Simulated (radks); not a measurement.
The numbers below are computed, except where a source is named.
Problem. All-electron atom: the rubidium ion Rb5+ in [Ar] 3d10 4s2 4p2. Level of theory: scalar-relativistic Kohn-Sham, PBE, spin-polarised, spherical densities, finite nucleus; open shells are filled with parallel spins first (spin-orbit coupling, left out, can overturn this in heavy ions); Fermi nuclear charge, rms radius 4.2036 fm (a radial shooting solver on a logarithmic mesh with Libxc functionals). Some entries of the table are withheld. Estimate them.

orbital  occ.  eigenvalue (eV)  <r> (bohr)  <r^2> (bohr^2)
1s up       1        -15106.47     0.04029        0.002187
1s down     1        -15106.23     0.04029        0.002187
2s up       1        -2079.767      0.1778         0.03728
2s down     1        -2079.630      0.1778         0.03728
2p up       3        -1852.030      0.1551         0.02941
2p down     3        -1851.796      0.1551         0.02941
3s up       1        -368.4276      0.5098          0.2985
3s down     1        -368.1016      0.5096          0.2982
3p up       3        -295.2908      0.5176             (1)
3p down     3        -294.9195      0.5172             (2)
3d up       5        -174.2789      0.5219          0.3326
3d down     5        -173.8376      0.5202          0.3299
4s up       1         -94.9311       1.331           1.994
4s down     1         -91.8853       1.330           1.994
4p up       2         -76.2958       1.464           2.423
4p down     0         -73.2299       1.470           2.450

Solution. 
(1) 3p up <r^2> (bohr^2): 0.3130
(2) 3p down <r^2> (bohr^2): 0.3123
